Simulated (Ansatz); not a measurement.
Molecule: H2Se2 (charge +1, doublet). 
Structure (B3LYP-D3(BJ)/def2-TZVP (Ansatz, a program for electronic structure) minimum search):
```
Se
H 1 1.4812
Se 1 2.2961 2 91.77
H 3 1.4812 1 91.77 2 180.00
```
Charge +1, spin multiplicity 2.

Basis-set convergence of Hartree-Fock and CCSD(T) correlation energies (hartree) with Ansatz. Valence correlation only, unless marked. Open shells are spin-unrestricted. Spin-orbit coupling is left out. Frozen are the shells of the preceding noble gas and the d and f shells that filled before the atom's block. Non-relativistic.

```
basis        functions        E(HF)  E(corr, CCSD(T))
-----------  ---------  -----------  ----------------
aug-cc-pVDZ         90  -4800.50463          -0.27933
aug-cc-pVTZ        164          ___               ___
```

### Question
Fill in the missing entries.

### Answer

- aug-cc-pVTZ, E(HF): -4800.65706
- aug-cc-pVTZ, E(corr, CCSD(T)): -0.34846
